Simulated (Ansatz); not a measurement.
C2H4ClGeN (`[CH3][GeH]([Cl])[C]#N`), relaxed with RKS PBE0-D4/def2-TZVP in Ansatz 0.2.0 from a PBE-D4/def2-SVP geometry. The force threshold is 0.005 eV/Å; the program also tests the step.

Total charge 0; spin multiplicity 1.

Start:

```xyz
9

C     0.428   -1.261    0.153
Ge    0.321    0.679    0.023
Cl    0.387    1.549    2.013
C    -1.411    1.153   -0.711
N    -2.462    1.395   -1.174
H     0.345   -1.707   -0.858
H    -0.400   -1.627    0.787
H     1.394   -1.550    0.609
H     1.398    1.370   -0.842
```

Task: How much energy does the relaxation release, and in how many steps? (An estimate is asked.)

Result: Computed: 1.28 kcal/mol, in 5 steps.

Task: Which bonds change most? (Estimate.)

Result: Ansatz gave: Ge2–Cl3 from 2.173 to 2.144 Å; C4–N5 from 1.173 to 1.151 Å; C1–H6 from 1.108 to 1.091 Å; C1–H7 from 1.106 to 1.090 Å.

Task: Give the relaxed structure. (Estimate.)

Result: Ansatz gave: 
```xyz
9

C     0.427   -1.254    0.154
Ge    0.314    0.669    0.023
Cl    0.376    1.533    1.985
C    -1.406    1.148   -0.706
N    -2.432    1.398   -1.165
H     0.341   -1.696   -0.840
H    -0.383   -1.621    0.784
H     1.384   -1.534    0.595
H     1.380    1.357   -0.830
```
